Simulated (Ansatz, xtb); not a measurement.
## Two isomers of C5H6ClF

Structure I is `C=C/C(C)=C(/F)Cl`, a singlet and structure II is `FC1=C(Cl)CCC1`, a singlet. Both are isolated molecules in the gas phase, relaxed with PBE-D3(BJ)/def2-SVP; the shapes shown needn't be the lowest conformers.

I (Å):

```xyz
13

C    -1.1563   -0.0047    1.9055
C    -1.0982    0.5019    0.6520
C    -0.4719   -0.1556   -0.4910
C     0.1753   -1.5058   -0.3165
C    -0.4611    0.4312   -1.7192
Cl   -1.1465    1.9693   -2.1219
F     0.1054   -0.1480   -2.7833
H    -1.6481    0.5549    2.7147
H    -0.7226   -0.9818    2.1684
H    -1.5522    1.4862    0.4535
H     0.6062   -1.8835   -1.2600
H     0.9852   -1.4539    0.4409
H    -0.5647   -2.2473    0.0507
```

II (Å):

```xyz
13

C     0.6505   -1.1964    1.0612
C     0.0850   -1.1241   -0.1642
C     1.1152   -1.2734   -1.2526
C     2.4469   -1.0804   -0.4777
C     2.1361   -1.4021    1.0060
Cl   -1.6060   -0.9891   -0.4866
F     0.0037   -1.1688    2.2295
H     1.0365   -2.2810   -1.7211
H     0.9811   -0.5329   -2.0679
H     3.2719   -1.6955   -0.8855
H     2.7563   -0.0190   -0.5567
H     2.3894   -2.4524    1.2796
H     2.6813   -0.7488    1.7189
```

Task: Which of the two would you expect CCSD(T)/def2-SVP + ΔMP2/def2-TZVPP electronic energies to favour?

Result: Structure II; the calculation gives E(II) − E(I) = −13.8 kcal/mol.

How the difference moves with the method:

```csv
level,geometry,E(II) − E(I) (kcal/mol),departure from the last row (kcal/mol),"job, with rough time for the two"
GFN2-xTB,GFN2-xTB,−24.4,−10.6,"optimisation, 0.13 s"
HF/STO-3G,GFN2-xTB,−44.8,−31.1,"single point, 0.36 s"
r2SCAN-D4/def2-SVP,GFN2-xTB,−13.7,0.0,"single point, 3.9 s"
PBE-D3(BJ)/def2-SVP,PBE-D3(BJ)/def2-SVP,−13.5,+0.2,"optimisation, 20 s"
HF/def2-SVP,PBE-D3(BJ)/def2-SVP,−15.5,−1.7,part of the CCSD(T) run
MP2/def2-SVP,PBE-D3(BJ)/def2-SVP,−16.1,−2.3,part of the CCSD(T) run
CCSD(T)/def2-SVP,PBE-D3(BJ)/def2-SVP,−14.0,−0.2,single point
CCSD(T)/def2-SVP + ΔMP2/def2-TZVPP,PBE-D3(BJ)/def2-SVP,−13.8,,"single point, 68 s"
```

As drawn, II has 2 C–C in place of 1 C=C. Structure I has no ring, II a 5-membered ring.

None of the levels shown reverses the order. The largest departure from CCSD(T)/def2-SVP + ΔMP2/def2-TZVPP is that of HF/STO-3G, 31.1 kcal/mol. The last row adds to CCSD(T) the change of the MP2 difference between the two basis sets, here +0.2 kcal/mol.

With thermal terms from frequencies at re-optimised GFN2-xTB minima (ideal gas, soft modes damped towards free rotors, one conformer each, 298.15 K, 1 atm): the zero-point term adds +2.4 kcal/mol; ΔH is −12.2 and ΔG −10.6 kcal/mol.

The correlated steps freeze 11 core orbitals. Codes used: Ansatz 0.2.0, xtb 6.7.1; the last row on 4 threads of Arm Neoverse V1 on a shared host.
